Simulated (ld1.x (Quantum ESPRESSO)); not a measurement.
## europium: variants of one TM potential

Base potential:

Eu (Z = 63), norm-conserving Troullier–Martins (Kleinman–Bylander form), made with ld1.x (Quantum ESPRESSO) 7.5 (PBEsol, scalar-relativistic). Core [Kr] 4d10 4f6, reference 5s2 5p6 5d1.5 6s1.5 6p0. Waves: 5s (bound): rc 2.20 bohr; 5p (bound): rc 2.70 bohr; 5d (bound): rc 2.85 bohr. Local part: the d channel. Core correction: none.

Occupied shells without a wave of their own: 6s. They enter only through the test configuration that unscreens the potential.

Cutoffs, loose and tight: the cutoffs (Ry, on a coarse ladder) from which the occupation-weighted sum of valence levels, in a spherical-Bessel basis at the reference potential, stays within 10 and 1 mRy of its value at 400 Ry. They do not see the model core or the augmentation charge, which bear on the density cutoff. Test errors are all-electron minus pseudo excitation energies from the reference, over the configurations 5s2 5p6 5d1 6s2 6p0; 5s2 5p6 5d1 6s1 6p0; 5s2 5p6 5d1 6s0 6p0; 5s2 5p6 5d0 6s0 6p0; 5s2 5p6 5d1 6s0 6p2; 5s2 5p6 5d0 6s2 6p1; 5s2 5p6 5d1 6s0 6p1. A dash means not determined; rows that change the core or the reference have their own tests. The largest error is taken over the tests solved by every variant that gives reliable tests at all: 5s2 5p6 5d0 6s0 6p0; 5s2 5p6 5d1 6s0 6p0; 5s2 5p6 5d1 6s0 6p1; 5s2 5p6 5d1 6s1 6p0.

A true bound ghost makes a file unfit for plane-wave use even where its test errors are small: the radial tests pick states by their node count and pass the ghost by. Where a test does run into it, the solver fails or the error is huge.

Cutoffs are not given where the Bessel-basis levels miss the radial ones by over 6 mRy, ghosts where they miss by over 20 mRy; a channel whose overlap is not positive is not tested.

On the changes marked as counting shells twice: ld1.x takes every shell without a wave as core, so the model core holds the marked electrons as well and exchange and correlation see them twice. This cancels in the reference configuration, but the file is broken for other ones, and its errors say nothing about a proper core correction.

| change | outcome | cutoff, loose | cutoff, tight | bound ghosts | largest test error (meV) |
| --- | --- | --- | --- | --- | --- |
| base | generated, misses its reference levels by 0.38 eV | 21 Ry | 40 Ry | none | +1416 |
| core correction a·sin(br)/r model core inside 1.44 bohr (6s counted twice) | generated, misses its reference levels by 0.38 eV | 21 Ry | 40 Ry | none | +933 |
| local potential the p channel | generated | – | – | not determined | -8458 |
| wave 5s (bound): rc 2.20 bohr becomes 5s (bound): rc 2.14 bohr | generated, misses its reference levels by 0.39 eV | 21 Ry | 40 Ry | none | +1458 |
| wave 5d (bound): rc 2.85 bohr becomes 5d (bound): rc 1.76 bohr | generated, misses its reference levels by 0.28 eV | 21 Ry | 40 Ry | none | +1054 |
| fully relativistic | generated, misses its reference levels by 0.38 eV | 21 Ry | 40 Ry | none | +1673 |
| type TM semilocal; local potential the p channel | generated, misses its reference levels by 1.03 eV | – | – | not determined | -11104 |
| all radii scaled by about 1.38 (s 3.02, p 3.72, d 3.92 bohr) | generated, misses its reference levels by 12.92 eV | – | – | not determined | +8677 |
| wave 5p (bound): rc 2.70 bohr becomes 5p (bound): rc 4.06 bohr | generated, misses its reference levels by 0.38 eV | 21 Ry | 40 Ry | none | +1385 |
| reference 5s2 5p6 5d1 6s2 6p0 | generated, misses its reference levels by 0.40 eV | 21 Ry | 40 Ry | none | +1898 |
| functional PBE | generated, misses its reference levels by 0.36 eV | 21 Ry | 40 Ry | none | +1398 |
| core [Kr] 4d10 5s2, valence charge 15; reference 4f7 5p6 5d0 6s0 6p0; waves now 6s (bound): rc 1.30 bohr; 5p (bound): rc 1.95 bohr; 5d (bound): rc 2.05 bohr; 4f (bound): rc 1.45 bohr; local potential all-electron potential smoothed inside 1.25 bohr (lloc = -1); core correction Bessel-smoothed model core inside 0.95 bohr | generated | 180 Ry | 300 Ry | s | -67 over the solved tests; 5 of 7 tests not solved or not reliable |
